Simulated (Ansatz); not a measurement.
`SB(S)Br` + CH₃OH → `COB(S)S` + HBr  (ligand exchange at a B–Br bond)

Program: Ansatz. Geometries: PBE0-D4/def2-TZVP. ΔE: electronic, gas phase. CCSD(T)/CBS adds triple-zeta CCSD(T) − MP2 to the extrapolated MP2 energy (def2 sets, frozen cores). This one scheme is used for every species. Functionals use def2-TZVPP. For Br outer-core shells are correlated without core-valence functions, which leaves a few kJ/mol of doubt a bond. Scalar relativity is left out up to krypton. Each species was taken in one conformer, which may not be the lowest.

```
  species  ωB97M-V energy (Eh)
`SB(S)Br`          -3396.52472
    CH₃OH           -115.71773
`COB(S)S`           -937.65321
      HBr          -2574.60884
```

Question: Work out ΔE.

Answer: ΔE = (-937.65321) + (-2574.60884) − (-3396.52472) − (-115.71773) = -0.01960 Eh = -51.5 kJ/mol. CCSD(T)/CBS gives -45.4 kJ/mol.

Largest T1 diagnostic among the species: 0.013.

In def2-TZVPP, CCSD(T) changes the Hartree–Fock value by +7.9 kJ/mol (the triples alone add +1.5 kJ/mol) and MP2 by +15.0 kJ/mol.
